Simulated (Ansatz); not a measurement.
Species: CH$_{5}$In (charge 0, singlet). 
Structure (B3LYP-D3(BJ)/def2-TZVP (Ansatz, an electronic-structure program) minimum search):
```xyz
7

C     -1.8537     0.0738    -0.1101
In     0.3149    -0.0128     0.0174
H     -2.2707    -0.0185     0.8950
H     -2.1749     1.0304    -0.5212
H     -2.2451    -0.7372    -0.7220
H      1.2177     1.4046     0.4597
H      1.1632    -1.4946    -0.3029
```
Charge 0, spin multiplicity 1.

Dipole moments at this geometry, in debye (magnitudes).

| level | program | dipole (D) |
|---|---|---|
| BLYP/def2-TZVPD | Ansatz | 0.71 |
| r2SCAN/def2-TZVPD | Ansatz | 0.69 |
| B97M-V/def2-TZVPD | Ansatz | 0.73 |
| r2SCAN0/def2-TZVPD | Ansatz | 0.65 |
| LC-wPBE/def2-TZVPD | Ansatz | 0.59 |
| CCSD(T)/def2-SVPD | Ansatz | 0.57 |
